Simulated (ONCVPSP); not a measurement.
Ir (Z = 77): excitation energies, all-electron against ONCV

```json
{
  "Element": "iridium",
  "Generator": "ONCVPSP 4.0.1",
  "Type": "optimised norm-conserving Vanderbilt (ONCV)",
  "Functional": "PBE",
  "Relativity": "scalar-relativistic",
  "Frozen core": "[Kr] 4d10 4f14",
  "Valence charge": "17",
  "Reference configuration": "5s2 5p6 5d7 6s2",
  "Partial waves": "5s+6s: rc 1.80 bohr, ncon 5, nbas 10, qcut 6.2 1/bohr, 3 projectors, debl 3.1 Ha; 5p: rc 1.60 bohr, ncon 5, nbas 8, qcut 9.6 1/bohr, 2 projectors, debl 2.4 Ha; 5d: rc 1.95 bohr, ncon 3, nbas 8, qcut 9.3 1/bohr, 2 projectors, debl 0.5 Ha; f scattering state at 0.45 Ha: rc 1.90 bohr, ncon 4, nbas 8, qcut 6.7 1/bohr, 1 projector",
  "Local potential": "polynomial inside 1.05 bohr (lpopt 5, dvloc0 6 Ha)",
  "Core correction": "none"
}
```

Energies are relative to the spin-unpolarised reference configuration 5s2 5p6 5d7 6s2; without spin polarisation the order of configurations can differ from experiment.

| valence configuration | charge | ΔE all-electron (eV) | error AE − PS (meV) |
| --- | --- | --- | --- |
| 5s2 5p6 5d7 6s1 | +1 | 9.880 | -4.7 |
| 5s2 5p6 5d7 6s0 6p2 | 0 | 11.008 | -5.3 |

(1) What are ΔE and the potential's error for 5s2 5p6 5d6 6s0?

(2) What are ΔE and the potential's error for 5s2 5p6 5d7 6s0?

Levels in the configuration 5s2 5p6 5d7 6s1:

```
level  all-electron (eV)  pseudo (eV)
   5s           -106.303     -106.333
   5p            -63.046      -63.054
   5d            -15.324      -15.321
   6s            -13.567      -13.569
```

Answers

(1) ΔE = 57.890 eV all-electron; the error (AE − PS) is -16 meV.

(2) ΔE = 27.349 eV all-electron; the error (AE − PS) is -14 meV.
